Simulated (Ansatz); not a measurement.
Dissociation curve of GeH, doublet.

Levels of theory: UKS-B3LYP = unrestricted B3LYP/aug-cc-pVTZ (Ansatz, a first-principles code); ROCCSD = CCSD on ROHF/aug-cc-pVTZ, cores with 3d frozen in Ansatz; UHF/aug-cc-pVTZ (Ansatz).

Energies are in eV, each relative to the lowest point of its own curve near equilibrium.

| R / Å | UKS-B3LYP | ROCCSD | UHF |
|---|---|---|---|
| 1.19 | 2.142 | 2.214 | 2.157 |
| 1.30 | 0.951 | 0.982 | 0.936 |
| 1.38 | 0.452 | 0.465 | 0.429 |
| 1.43 | 0.252 | 0.258 | 0.229 |
| 1.52 | 0.051 | 0.051 | 0.037 |
| 1.58 | 0.004 | 0.004 | 0.000 |
| 1.60 | 0.000 | 0.000 | 0.000 |
| 1.65 | 0.012 | 0.014 | 0.025 |
| 1.68 | 0.033 | 0.035 | 0.053 |
| 1.77 | 0.139 | 0.145 | 0.186 |
| 1.85 | 0.275 | 0.286 | 0.349 |
| 1.96 | 0.503 | 0.518 | 0.616 |
| 2.14 | 0.924 | 0.941 | 1.085 |
| 2.42 | 1.588 | 1.590 | 1.564 |
| 2.64 | 2.041 | 2.034 | 1.753 |
| 2.87 | 2.379 | 2.409 | 1.861 |
| 3.24 | 2.699 | — | 1.940 |
| 3.56 | 2.845 | — | 1.968 |
| 3.91 | 2.929 | — | 1.981 |
| 4.35 | 2.977 | — | 1.986 |
| 4.86 | 2.996 | — | 1.988 |
| 5.69 | 3.004 | — | 1.989 |
| 6.49 | 3.005 | — | 1.989 |

At the longest distance, 6.49 Å, UKS-B3LYP lies highest above its minimum (3.005 eV) and UHF lowest (1.989 eV).

A dash means that the run gave no value there, or that the column was ended at a point which the program doubted or which failed a test of continuity chosen for this set; such a test can also cut sound points.

The unrestricted determinant behind UKS-B3LYP is spin-contaminated at 2.64 to 6.49 Å (<S²> up to 1.8, against 0.75 for a pure doublet). The T1 diagnostic of CCSD on the restricted reference of ROCCSD exceeds 0.045 at 2.64 to 2.87 Å. The unrestricted determinant behind UHF is spin-contaminated at 2.14 to 6.49 Å (<S²> up to 1.8, against 0.75 for a pure doublet).
